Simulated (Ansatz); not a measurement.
Input for Ansatz (an electronic-structure program): R-RI-MP2/def2-QZVPP on CH3FOSn (SMILES C[O][Sn][F]), a point of a torsion scan. Elements past Kr take the def2 small-core potentials; no spin–orbit coupling. Files ending in .json are basis or fitting sets from the Basis Set Exchange. The run froze 12 orbitals, filled d shells among them.

Ansatz 0.2 input:
```yaml
crystal:
  periodic: [false, false, false]
  atoms:
    - {symbol: C, position_ang: [-1.08401024, -0.11984764, 0.21297208]}
    - {symbol: O, position_ang: [0.15319883, 0.55221551, 0.12448643]}
    - {symbol: Sn, position_ang: [2.06915719, 1.02952493, -0.16375594]}
    - {symbol: F, position_ang: [2.77341345, -0.20352784, -1.70820922]}
    - {symbol: H, position_ang: [-1.12171288, -0.95109906, -0.49224487]}
    - {symbol: H, position_ang: [-1.89049859, 0.57972313, -0.01788853]}
    - {symbol: H, position_ang: [-1.22396180, -0.50275201, 1.22582044]}
basis:
  gaussian:
    orbitals: def2-QZVPP.json
    fitting: {mean_field: def2-universal-JKFIT, correlation: def2-QZVPP-RIFIT.json}
magnetization: {spin_polarized: false}
correlation: {method: mp2, electrons: outside_noble_gas}
scf: {lower_state_search: off}
```

Output:

```
WARN ansatz: RAYON_NUM_THREADS=1 ignored (pool sized by the plan → 1); use --threads N
Functional definition: HF
these checks for a lower state are left out or cut short: stability, starts, cluster_reference, orbital_swaps, neighbouring_geometries, increment
integrals: 0.45 GiB planned
501 factors; integrals over basis functions are off by at most 1.6e0 eV
mean field: 0.71 GiB planned
mean field evaluation 1: about -11625.1358 eV, gradient 5.2e1 eV
mean field evaluation 2: about -11627.2974 eV, gradient 4.6e1 eV
mean field evaluation 4: about -11630.4784 eV, gradient 1.6e0 eV
mean field evaluation 8: about -11630.4870 eV, gradient 1.4e-6 eV
mean field -11630.48699760 eV, -427.4125137344 hartree, gradient 1.4e-6 eV, S^2 0.000000; 0 other end points of the search recorded, 0 dependent functions left out
12 core orbitals not correlated, not the lowest: weight in the atoms' cores, before any rotation towards them, 0.827 or more for the frozen orbitals, at most 0.183 for the correlated occupied ones
867 factors; their error is unknown
reference -11630.48699760 eV, -427.4125137344 hartree; 12, 12 occupied and 319, 319 virtual orbitals, 867 factors
second order -22.34577960 eV of doubles, -0.00000000 eV of singles
Total energy: -11652.83277720 eV, -428.2337059884 hartree
Checks for a lower state left out: stability, starts, cluster_reference, orbital_swaps, neighbouring_geometries, increment
```

The run converged.

Cost: roughly 5 core-seconds.
